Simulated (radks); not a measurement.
Charge is removed step by step from the 4s level of the manganese ion Mn+, starting from [Ar] 3d5 4s1. All-electron calculation, scalar-relativistic Kohn-Sham, PBE, spin-unpolarised, spherical densities, point nucleus. Program: a radial shooting solver on a logarithmic mesh with Libxc functionals.

| removed (e) | E - E(0) (eV) | eigenvalue (eV) | E minus straight line (eV) |
|---|---|---|---|
| 0 | 0.000 | -11.878 | 0.000 |
| 0.125 | 1.541 | -12.783 | -0.409 |
| 0.25 | 3.196 | -13.700 | -0.704 |
| 0.375 | 4.966 | -14.628 | -0.883 |
| 0.5 | 6.853 | -15.569 | -0.946 |
| 0.625 | 8.858 | -16.522 | -0.891 |
| 0.75 | 10.984 | -17.487 | -0.715 |
| 0.875 | 13.230 | -18.462 | -0.419 |
| 1 | 15.599 | -19.436 | 0.000 |

Removing the whole electron costs 15.599 eV by Delta-SCF, against 11.878 eV from minus the eigenvalue at the starting occupation. Slater's transition state (half an electron removed) gives 15.569 eV. Integrating minus the eigenvalue over the occupation (Janak's theorem) gives 15.600 eV. In this scalar-relativistic scheme the density is built from large components alone, so the theorem holds only approximately. The mean slope of the eigenvalue, de/dn, is 7.56 eV per electron. Ionisation energy of Mn+ in the NIST Atomic Spectra Database: 15.640 eV (measured).

Beside tabulated values, note that spin-unpolarised runs miss the spin-polarisation part of the exchange energy of open shells.
